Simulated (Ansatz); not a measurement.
System: CCl (charge 0, doublet). SMILES: Cl[C]
Structure (B3LYP-D3(BJ)/def2-TZVP (Ansatz, a quantum-chemistry and plane-wave program) minimum search):
```
C
Cl 1 1.6564
```
Charge 0, spin multiplicity 2.

Wanted: atomisation energy (electronic, to ground-state atoms), in kJ/mol. Valence correlation only, unless marked. Open shells are spin-unrestricted. Spin-orbit coupling is left out. No relativistic terms. The coupled-cluster limit lacks core correlation, which all-electron functionals hold. CBS(X,Y): correlation extrapolated as X^-3; Hartree-Fock from the larger set (for Q and 5 zeta extrapolated as (X+1)exp(-9√X)).

```tsv
level	program	atomisation energy (kJ/mol)
PBE/def2-TZVPD	Ansatz	458.9
```

**Question.** Estimate the value at CCSD(T)/CBS(cc-pV(Q+d)Z,cc-pV(5+d)Z) as computed with Ansatz.

**Answer.** 407.3 kJ/mol
